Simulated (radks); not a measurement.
Results of a calculation; reference values are marked as such.
Removal energies from the cadmium ion Cd6+, [Kr] 4d6, by Delta-SCF beside the eigenvalue of the level emptied. Level of theory: scalar-relativistic Kohn-Sham, PBE, spin-polarised, spherical densities, finite nucleus; Fermi nuclear charge, rms radius of each element as measured or else 0.836 A^(1/3) + 0.57 fm (a radial shooting solver on a logarithmic mesh with Libxc functionals). Open shells are filled with parallel spins first.

removed from    final configuration  Delta-SCF (eV)  -eigenvalue (eV)
4d                         [Kr] 4d5          106.24            96.893
4p            [Ar] 3d10 4s2 4p5 4d6          166.88            156.48
4s            [Ar] 3d10 4s1 4p6 4d6          207.66            196.75
3d             [Ar] 3d9 4s2 4p6 4d6          514.48            491.01
